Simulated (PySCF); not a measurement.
# Frontier orbitals and the lowest excitations

Compound: Si(GeH3)Cl3.
Z-matrix (Å and degrees, PBE0-D3(BJ)/def2-SVP geometry), rows numbered from 1:
```
Si
Ge  1  2.3683
H   2  1.5361  1  108.29
H   2  1.5359  1  109.17  3  -119.85
H   2  1.5358  1  108.89  3   119.87
Cl  1  2.0572  2  110.42  3    57.71
Cl  1  2.0582  2  110.55  3   -62.01
Cl  1  2.0583  2  111.41  3   177.68
```

Method used: PySCF 2.14.0, density-fitted response routines, TDDFT B3LYP/def2-SVPD, vertical, gas phase, core orbitals frozen in the response. Relativistic effects, spin–orbit coupling among them, are left out although an element past zinc is present.

Kohn–Sham orbitals with the atoms that hold most of them (Löwdin shares over 4%, at most four atoms; ? is withheld):

| orbital | ε (eV) | atoms |
| --- | --- | --- |
| HOMO-3 | -9.35 | Cl7 48%, Cl8 20%, Cl6 18%, Ge2 6% |
| HOMO-2 | -9.35 | Cl6 39%, Cl8 37%, Cl7 10%, Ge2 6% |
| HOMO-1 | -9.05 | ? |
| HOMO | -8.43 | ? |
| LUMO | -1.05 | Ge2 19%, Si1 17%, Cl8 17%, Cl7 17% |
| LUMO+1 | -0.65 | Si1 28%, Ge2 22%, Cl8 15%, Cl7 12% |
| LUMO+2 | -0.64 | Si1 28%, Ge2 22%, Cl6 16%, Cl7 12% |

(1) Give the leading atoms of the HOMO.

(2) Which atoms hold the HOMO-1, and with what shares?

Results:

(1) Ge2 (bonded to Si and 3 H) 25%; Si1 (bonded to 3 Cl and Ge) 19%; Cl6 (bonded to Si) 15%; Cl7 (bonded to Si) 15%. By element: chlorine 30% or more, germanium 25%, silicon 19%.

(2) Cl8 (bonded to Si) 34%; Cl6 (bonded to Si) 34%; Cl7 (bonded to Si) 33%.

Within 0.005 eV of a neighbour in this list lie HOMO-3/HOMO-2.

How does S1 compare with the orbital gap of 7.38 eV?

S1 is at 6.63 eV (f = 0.227), 0.75 eV below the gap, made of HOMO→LUMO (94%). Without the coupling terms of the response equations the lowest excitation would equal the gap.

Give energy, strength and leading configuration of S1 and S4, and follow the Löwdin shares of the leading atoms from the occupied to the empty orbital.

- S1 (6.63 eV, f 0.227), HOMO→LUMO (94%): Ge2 25% → 19%, Si1 19% → 17%
- S4 (6.99 eV, f 0.0000), HOMO-1→LUMO (97%): Cl8 34% → 17%, Cl6 34% → at most 17%, Ge2 at most 1% → 19%, Si1 at most 1% → 17%

Orbitals of the list HOMO-3 to LUMO+2 that lie within 0.01 eV of each other are written together with a slash and their weights summed (≥ marks a lower bound); for degenerate orbitals outside that list single weights are arbitrary.

Löwdin shares depend on the basis, the more so with diffuse functions.

Time: 3.9 min (with the writing of density and orbital grids); peak memory 0.75 GiB. Hardware: one thread of an AMD EPYC, shared host with 64 logical CPUs at a one-minute load of 60.
